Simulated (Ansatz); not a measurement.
Coupled-cluster diagnostics for MoN(NH2)3 (MoN₄H₆), Ansatz.

Geometry of the singlet (B3LYP-D4/def2-SVP):

```xyz
11

Mo   -0.289    0.138   -0.135
N    -1.648    0.785   -0.773
N    -0.283    0.719    1.732
N     1.172    0.891   -1.195
N    -0.502   -1.794   -0.355
H    -0.993    1.298    2.170
H     0.440    0.480    2.409
H     2.158    0.683   -1.049
H     1.064    1.542   -1.968
H     0.182   -2.488   -0.056
H    -1.303   -2.253   -0.779
```

In the def2 sets Mo takes a core potential; there is no spin–orbit coupling. Correlated methods freeze 4 core orbitals; core or outer-core shells of Mo are correlated, in sets that lack core-valence functions.

Q: Estimate the CCSD(T) correlation energy, the shares of MP2 and (T), T1 and the reference's ⟨S²⟩ for: charge 0, singlet, own geometry in def2-SVP; and the rough time on 2 threads of Intel Xeon 6975P-C on a shared host.

A: 
| state | basis | correlation (eV) | MP2 share (%) | (T) share (%) | T1 | ⟨S²⟩ (pure) | wall time | remarks |
| --- | --- | --- | --- | --- | --- | --- | --- | --- |
| charge 0, singlet, own geometry | def2-SVP | -31.636 | 99.6 | 4.7 | 0.021 | 0.00 (0.00) | 13 s | restricted SCF unstable |
Customary marks for T1 are 0.02 (closed shells), 0.045 (open shells) and about 0.05 (3d metals). T1 exceeds 0.02 in 1 of 1 rows and 0.045 in 0; the higher it lies, the less the single-reference result can be trusted.
